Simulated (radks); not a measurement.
Excited configurations of Ce I: one electron is placed in a higher orbital outside [Xe] 4f1 5d2. The ground configuration is [Xe] 4f1 5d1 6s2. Method: Dirac Kohn-Sham, PBE, spin-unpolarised, spherical densities, point nucleus; open shells are shared between the two j in proportion to 2j + 1; computed with a radial shooting solver on a logarithmic mesh with Libxc functionals. Excitation = E - E(ground); binding = E(ion) - E, where the ion is the core of charge +1; n* = 1/sqrt(2 binding) in atomic units, and the quantum defect is n - n*. Eigenvalue and <r> are those of j = l + 1/2.

| outer orbital | excitation (eV) | binding (eV) | n* | quantum defect | eigenvalue (eV) | <r> (bohr) |
|---|---|---|---|---|---|---|
| 5f | 5.317 | 0.924 | 3.838 | 1.162 | -0.430 | 16.97 |
| 6s | 0.895 | 5.346 | 1.595 | 4.405 | -3.196 | 4.543 |
| 6p | 3.078 | 3.163 | 2.074 | 3.926 | -1.544 | 6.282 |
| 6d | 4.780 | 1.461 | 3.052 | 2.948 | -0.716 | 11.81 |
| 6f | 5.596 | 0.645 | 4.593 | 1.407 | -0.367 | 28.65 |
| 7s | 4.224 | 2.017 | 2.597 | 4.403 | -1.208 | 10.79 |
| 7p | 4.730 | 1.511 | 3.001 | 3.999 | -0.873 | 13.74 |
| 7f | 5.771 | 0.470 | 5.381 | 1.619 | -0.288 | 42.79 |

Estimate the row for 7d.

Answer. excitation (eV) 5.331; binding (eV) 0.910; n* 3.867; quantum defect 3.133; eigenvalue (eV) -0.523; <r> (bohr) 21.73. The Delta-SCF ionisation energy is 6.241 eV (NIST Atomic Spectra Database: 5.539 eV, measured). Self-interaction in the functional shifts the binding energies and quantum defects, so they are the method's values and not measured ones. Spin polarisation and multiplet splitting are left out, so open shells lie too high by an amount that depends on their filling. Sharing an open shell by 2j + 1 raises it above the true ground level by a part of the spin-orbit splitting, which enters the differences from NIST.

Beside tabulated values, note that spin-unpolarised runs miss the spin-polarisation part of the exchange energy of open shells.
